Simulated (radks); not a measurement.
The numbers below are computed, except where a source is named.
Task: All-electron atom: Si4+ in [Ne]. Code: a radial shooting solver on a logarithmic mesh with Libxc functionals. Model: scalar-relativistic Kohn-Sham, r2SCAN, spin-polarised, spherical densities, finite nucleus; meta-GGA in the generalised Kohn-Sham scheme; Fermi nuclear charge, rms radius 3.1224 fm. Some entries of the table are withheld. Estimate them.

orbital,occ.,eigenvalue (eV),<1/r> (bohr^-1),<r^2> (bohr^2)
1s,2,(1),(2),0.01667
2s,2,(3),2.603,0.3771
2p,6,-150.4598,2.481,0.3519

Result: 
(1) 1s eigenvalue (eV): -1852.134
(2) 1s <1/r> (bohr^-1): 13.64
(3) 2s eigenvalue (eV): -196.2637
